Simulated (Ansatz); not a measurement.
Cost and result for the atomization energy of C₂H₇BO₂, SMILES `CB(O)CO` (12 atoms, 11 bonds).

Cartesian coordinates in Å:
```
C -1.238 -0.079 0.647
B 0.223 -0.476 0.229
O 0.890 -1.522 0.789
C 1.031 0.323 -0.867
O 0.330 1.369 -1.530
H -1.244 0.912 1.116
H -1.711 -0.772 1.349
H -1.877 0.007 -0.238
H 0.377 -1.991 1.452
H 1.974 0.693 -0.432
H 1.341 -0.379 -1.649
H -0.095 1.916 -0.866
```

Total charge 0; spin multiplicity 1. All single points use the PBE0-D4/def2-TZVP geometry. It is one conformer, not always the lowest. Program: Ansatz. All runs use 4 threads of an Arm Neoverse V1 on a shared host. Times are those of one run each, without the atoms' runs, and a repeat can differ threefold. Electronic energies, without spin–orbit coupling; frozen cores. CCSD(T)/CBS adds CCSD(T) − MP2 in def2-TZVPP to the MP2 limit, and its time is that of the two runs behind it. T1 = 0.012. B3LYP takes the VWN-RPA correlation (the form of Gaussian; ORCA's B3LYP/G).

CCSD(T)/CBS is a level of theory with its own doubt, some kJ/mol a heavy atom from the limit and from the frozen cores, so smaller differences don't rank the functionals.

| level | functions | wall time | atomization (kcal/mol) | difference from CCSD(T)/CBS | per bond |
| --- | --- | --- | --- | --- | --- |
| PBE-D4/def2-TZVPP (with forces) | 253 | 2.1 s | 1165.1 | 25.3 | 2.3 |
| PBE0-D4/def2-TZVPP | 253 | 2.4 s | 1143.3 | 3.5 | 0.3 |
| B3LYP-D4/def2-TZVPP (with forces) | 253 | 3.8 s | 1140.6 | 0.8 | 0.1 |
| r2SCAN-D4/def2-TZVPP (with forces) | 253 | 4.1 s | 1145.2 | 5.4 | 0.5 |
| B2PLYP/def2-TZVPP | 253 | 4.5 s | 1130.5 | -9.3 | -0.8 |
| ωB97X-V/def2-TZVPP | 253 | 6.5 s | 1140.8 | 1.0 | 0.1 |
| ωB97M-V/def2-TZVPP (with forces) | 253 | 9.5 s | 1145.1 | 5.3 | 0.5 |
| MP2/def2-QZVPP | 495 | 22 s | 1150.2 | 10.4 | 0.9 |
| CCSD(T)/def2-TZVPP | 253 | 2.5 min | 1112.6 | -27.2 | -2.5 |
| CCSD(T)/CBS(def2) | – | 2.9 min | 1139.8 | 0.0 | 0.0 |

The D4 term adds +7.0 kcal/mol with B3LYP and +3.7 kcal/mol with PBE0; it sums over pairs of atoms, weighted by their polarisabilities, and B3LYP, whose exchange is more repulsive, gets the larger term. In def2-TZVPP, CCSD(T) changes the Hartree–Fock value by +273.8 kcal/mol (the triples alone add +15.4 kcal/mol) and MP2 by +295.4 kcal/mol; breaking electron pairs costs correlation energy, which Hartree–Fock lacks. From PBE to PBE0 (25 % exact exchange), in def2-TZVPP and without D4, the atomization energy moves by −21.1 kcal/mol: exact exchange takes away binding that semilocal exchange gives to molecules.
